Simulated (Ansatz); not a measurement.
The pair A = H3NSe (SMILES N[SeH]) (first 5 atoms), B = HF (SMILES F); geometry from B3LYP-D3(BJ)/def2-TZVP.
(charge 0, multiplicity 1):
```tsv
atom	x (Å)	y (Å)	z (Å)
N	-1.0014	0.6000	0.7596
Se	-0.2006	-0.9469	0.0494
H	-0.8263	1.3977	0.1597
H	-2.0012	0.4682	0.8594
H	-0.9287	-0.9973	-1.2400
F	0.0790	1.0336	3.1501
H	-0.3181	0.8896	2.2919
```

Frozen-core correlation. Filled d and f shells under p-block atoms count as core. MP2 and its Hartree–Fock in aug-cc-pVQZ are density fitted.

Codes used: Ansatz (Gaussian orbitals). 

The counterpoise-corrected interaction energy is E(AB) − E(A in the pair's basis) − E(B in the pair's basis). Total energies (hartree):

```
level                           AB  A in the pair's basis  B in the pair's basis
-------------------  -------------  ---------------------  ---------------------
HF/aug-cc-pVTZ       -2556.1567537          -2456.0852758           -100.0578473
MP2/aug-cc-pVTZ      -2556.8322173          -2456.4749490           -100.3401723
HF/aug-cc-pVQZ       -2556.1706461          -2456.0918467           -100.0651548
MP2/aug-cc-pVQZ      -2556.8922349          -2456.5061071           -100.3685948
CCSD(T)/aug-cc-pVTZ  -2556.8820114          -2456.5164388           -100.3488331
```

Question: Work out the counterpoise-corrected interaction energy at the basis-set limit: extrapolate the MP2 correlation part as X⁻³, take Hartree–Fock from the larger set, and add the CCSD(T) − MP2 difference of aug-cc-pVTZ.

Answer: 
1. Differences (1 hartree = 627.509 kcal/mol): HF/aug-cc-pVTZ -8.553; MP2/aug-cc-pVTZ -10.728; HF/aug-cc-pVQZ -8.562; MP2/aug-cc-pVQZ -11.002; CCSD(T)/aug-cc-pVTZ -10.504.
2. Correlation parts, MP2 less HF: -2.175 in aug-cc-pVTZ (X = 3), -2.440 in aug-cc-pVQZ (X = 4).
3. Limit (4³·(-2.440) − 3³·(-2.175))/(4³ − 3³) = -2.634; with HF/aug-cc-pVQZ it gives -11.196.
4. CCSD(T) less MP2 in aug-cc-pVTZ: 0.224.
Result: -10.97 kcal/mol, against -10.73 at MP2/aug-cc-pVTZ. It is an estimate of this method's limit, not of the exact value.

Ansatz is a first-principles code.
